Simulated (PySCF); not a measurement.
A structure optimised at B3LYP-D3(BJ)/def2-SVP, used in a PySCF frequency run:

```xyz
5

Cl     0.0000     0.0000     2.7265
B      0.0000     0.0000     1.0391
B      0.0000     0.0000    -0.5566
Cl     0.0000    -1.5424    -1.4342
Cl     0.0000     1.5424    -1.4342
```
Charge 0, spin multiplicity 2.

### Question
Write its SMILES, formula and point group.

### Answer
Cl[B]B(Cl)Cl, B2Cl3, C2v

### Question
What are its rotational constants (standard atomic weights)?

### Answer
2.9963, 1.1908, 0.85216 GHz
